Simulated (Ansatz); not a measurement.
`N[C](F)(F)[GeH3]` → `F[C]F` + `[NH2][GeH3]`  (formal loss of a carbene)

Isolated molecules relaxed with PBE0-D4/def2-TZVP in Ansatz; ΔE leaves out vibrations. CCSD(T)/CBS is the MP2 limit (def2-TZVPP, def2-QZVPP) plus CCSD(T) − MP2 in def2-TZVPP, frozen cores. This one scheme is used for every species. Functionals use def2-TZVPP. B3LYP here is the variant with VWN-RPA as its local correlation; programs differ in this. For Ge outer-core shells are correlated without core-valence functions, which leaves a few kJ/mol of doubt a bond. Scalar relativity is left out up to krypton. One conformer a species, not always the lowest.

```json
{"level": "PBE-D4", "ΔE (kJ/mol)": "224.3", "difference from CCSD(T)/CBS": "18.1"}
{"level": "r2SCAN-D4", "ΔE (kJ/mol)": "226.6", "difference from CCSD(T)/CBS": "20.4"}
{"level": "PBE0-D4", "ΔE (kJ/mol)": "230.4", "difference from CCSD(T)/CBS": "24.2"}
{"level": "ωB97X-V", "ΔE (kJ/mol)": "212.8", "difference from CCSD(T)/CBS": "6.6"}
{"level": "ωB97M-V", "ΔE (kJ/mol)": "204.5", "difference from CCSD(T)/CBS": "-1.7"}
{"level": "B2PLYP", "ΔE (kJ/mol)": "200.3", "difference from CCSD(T)/CBS": "-5.9"}
{"level": "r2SCAN", "ΔE (kJ/mol)": "224.6", "difference from CCSD(T)/CBS": "18.4"}
{"level": "B3LYP", "ΔE (kJ/mol)": "196.6", "difference from CCSD(T)/CBS": "-9.6"}
{"level": "HF/def2-TZVPP", "ΔE (kJ/mol)": "161.0", "difference from CCSD(T)/CBS": "-45.2"}
{"level": "MP2/def2-TZVPP", "ΔE (kJ/mol)": "215.0", "difference from CCSD(T)/CBS": "8.8"}
{"level": "SCS-MP2/def2-TZVPP", "ΔE (kJ/mol)": "201.3", "difference from CCSD(T)/CBS": "-4.9"}
{"level": "CCSD(T)/def2-TZVPP", "ΔE (kJ/mol)": "198.6", "difference from CCSD(T)/CBS": "-7.6"}
{"level": "HF/def2-QZVPP", "ΔE (kJ/mol)": "159.5", "difference from CCSD(T)/CBS": "-46.7"}
{"level": "MP2/def2-QZVPP", "ΔE (kJ/mol)": "218.9", "difference from CCSD(T)/CBS": "12.7"}
{"level": "SCS-MP2/def2-QZVPP", "ΔE (kJ/mol)": "204.6", "difference from CCSD(T)/CBS": "-1.6"}
{"level": "CCSD/CBS(def2)", "ΔE (kJ/mol)": "204.4", "difference from CCSD(T)/CBS": "-1.8"}
{"level": "CCSD(T)/CBS", "ΔE (kJ/mol)": "206.2", "difference from CCSD(T)/CBS": "0"}
```

Largest T1 diagnostic among the species: 0.017.

In def2-TZVPP, CCSD(T) changes the Hartree–Fock value by +37.6 kJ/mol (the triples alone add +1.7 kJ/mol) and MP2 by +54.0 kJ/mol. The D4 term adds +12.2 kJ/mol with B3LYP and +6.5 kJ/mol with PBE0; it sums over pairs of atoms, weighted by their polarisabilities, and B3LYP, whose exchange is more repulsive, gets the larger term. From PBE to PBE0 (25 % exact exchange), in def2-TZVPP and without D4, ΔE moves by +7.2 kJ/mol.
